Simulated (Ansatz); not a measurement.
Species: dimethoxy-bis(sulfanyl)silane, C2H8O2S2Si, charge 0, multiplicity 1. 
Geometry from a B3LYP-D3(BJ)/def2-TZVP (Ansatz, a program for electronic structure) optimisation:
```xyz
15

C     -1.5392    -1.5730    -1.4876
O     -0.7995    -1.3377    -0.2923
Si    -0.0224     0.0512     0.0673
S     -1.4622     1.6169    -0.1094
S      0.8308    -0.1704     2.0112
O      1.2101     0.3970    -0.9446
C      2.3935    -0.3845    -1.0861
H     -0.9600    -1.2987    -2.3724
H     -1.7718    -2.6362    -1.5282
H     -2.4718    -1.0044    -1.4858
H     -0.5753     2.5899     0.1582
H     -0.3364    -0.5009     2.5883
H      2.9297    -0.0168    -1.9598
H      3.0337    -0.2830    -0.2068
H      2.1557    -1.4411    -1.2298
```
Charge 0, spin multiplicity 1.

Basis-set convergence of Hartree-Fock and CCSD correlation energies (hartree) with Ansatz. Valence correlation only, unless marked. No spin-orbit coupling. Non-relativistic.

```csv
basis,functions,E(HF),"E(corr, CCSD)"
aug-cc-pV(D+d)Z,260,-1314.30831,-1.15444
aug-cc-pV(T+d)Z,533,?,?
```

Q: Complete the blanks.

A: 
- aug-cc-pV(T+d)Z, E(HF): -1314.41651
- aug-cc-pV(T+d)Z, E(corr, CCSD): -1.38247
